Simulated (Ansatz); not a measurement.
Input file for Ansatz (a program for electronic structure): R-CCSD(T)/def2-SVP on GeH4S (SMILES [SH][GeH3]), a point of a torsion scan. The run froze 19 orbitals, filled d shells among them.

Ansatz 0.2 input:
```yaml
crystal:
  periodic: [false, false, false]
  atoms:
    - {symbol: S, position_ang: [1.48181573, -0.84506957, -0.10835078]}
    - {symbol: Ge, position_ang: [-0.54111750, -0.00500821, 0.01134849]}
    - {symbol: H, position_ang: [2.08542606, 0.32943546, 0.02684727]}
    - {symbol: H, position_ang: [-0.77064796, 0.98621744, -1.09237621]}
    - {symbol: H, position_ang: [-0.75425349, 0.68170237, 1.32913256]}
    - {symbol: H, position_ang: [-1.49724295, -1.14269677, -0.12508444]}
basis:
  gaussian:
    orbitals: def2-SVP
magnetization: {spin_polarized: false}
correlation: {method: ccsd_t, electrons: outside_noble_gas}
scf: {lower_state_search: off}
```

Program output:

```
WARN ansatz: RAYON_NUM_THREADS=1 ignored (pool sized by the plan → 1); use --threads N
Functional definition: HF
these checks for a lower state are left out or cut short: stability, starts, cluster_reference, orbital_swaps, neighbouring_geometries, increment
integrals: 0.05 GiB planned
683 factors; integrals over basis functions are off by at most 1.5e-3 eV
mean field: 0.17 GiB planned
mean field evaluation 1: about -67343.2352 eV, gradient 1.4e1 eV
mean field evaluation 2: about -67343.2528 eV, gradient 1.4e1 eV
mean field evaluation 4: about -67344.0757 eV, gradient 2.1e0 eV
mean field evaluation 8: about -67344.0883 eV, gradient 5.7e-5 eV
mean field -67344.08832211 eV, -2474.8495983749 hartree, gradient 3.1e-6 eV, S^2 0.000000; 0 other end points of the search recorded, 0 dependent functions left out
19 core orbitals not correlated
reference -67344.08832211 eV, -2474.8495983749 hartree; 7, 7 occupied and 44, 44 virtual orbitals, 683 factors
second order -6.41313172 eV of doubles, -0.00000000 eV of singles
coupled cluster: 0.11 GiB planned
cycle   1  -7.19667164 eV  change   -7.8e-1 eV  update   6.3e-2
cycle   2  -7.46317297 eV  change   -2.7e-1 eV  update   2.0e-2
cycle   3  -7.47849378 eV  change   -1.5e-2 eV  update   4.9e-3
cycle   4  -7.47709336 eV  change    1.4e-3 eV  update   1.5e-3
cycle   5  -7.47665535 eV  change    4.4e-4 eV  update   4.3e-4
cycle   6  -7.47657549 eV  change    8.0e-5 eV  update   1.2e-4
cycle   7  -7.47658445 eV  change   -9.0e-6 eV  update   3.5e-5
cycle   8  -7.47659049 eV  change   -6.0e-6 eV  update   1.0e-5
perturbative correction -0.17964559 eV, -0.0066018537 hartree
Total energy: -67351.74455819 eV, -2475.1309598613 hartree
Checks for a lower state left out: stability, starts, cluster_reference, orbital_swaps, neighbouring_geometries, increment
```

The calculation finished and met its thresholds.

Cost: very roughly 1.1 core-seconds.
